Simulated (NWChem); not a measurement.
Molecule: SiN2H4Cl2; SMILES N[Si](Cl)(N)Cl

```xyz
9

N      0.3113    -1.3505    -1.3600
Si     0.0000     0.0000    -0.3660
N     -0.3113     1.3505    -1.3600
Cl     1.6577     0.1215     0.8905
Cl    -1.6577    -0.1215     0.8905
H     -0.3719    -1.6138    -2.0609
H      0.8133    -2.1502    -0.9949
H      0.3719     1.6138    -2.0609
H     -0.8133     2.1502    -0.9949
```
Atoms are numbered in this order, from 1.

Results from NWChem. Medium grid unless said otherwise, to which SCAN and Minnesota functionals are sensitive. Geometry: optimised at B3LYP/6-31G* (spherical d).

**Question.** What does the run give for SCAN/def2-SVP? Quantities: highest occupied level (eV); orbital gap (eV); dipole (D).

**Answer.** 
```json
{
 "highest occupied level (eV)": "-6.70",
 "orbital gap (eV)": "7.33",
 "dipole (D)": "2.61"
}
```
